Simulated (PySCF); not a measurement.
Be(OH)(NH2) (BeH3NO), SMILES [NH2][Be][OH].

Geometry optimised at PBE0-D3(BJ)/def2-TZVP. Other conformers were not sampled.

Calculation: PySCF with C-PCM-B3LYP/def2-SVP.

The values are the electrostatic part of the solvation free energy, E(continuum) − E(gas) at the gas-phase geometry, in a cavity of scaled van der Waals radii (PySCF's table); cavitation and dispersion terms are not included. A continuum can't describe solvent molecules that bind to the metal. In vacuum the orbital gap is 6.57 eV. The dipole moment in vacuum is 1.56 D.

Task: Estimate the values in water (ε = 78.36), n-hexane (ε = 1.88), tetrahydrofuran (ε = 7.43). (Estimate from the structure and the level; the computed values follow.)

Result: 
```
solvent              ε  ΔG(elec) (kcal/mol)  dipole (D)  gap (eV)
---------------  -----  -------------------  ----------  --------
water            78.36                 -6.7        1.84      6.69
n-hexane          1.88                 -3.1        1.68      6.63
tetrahydrofuran   7.43                 -5.9        1.80      6.68
```
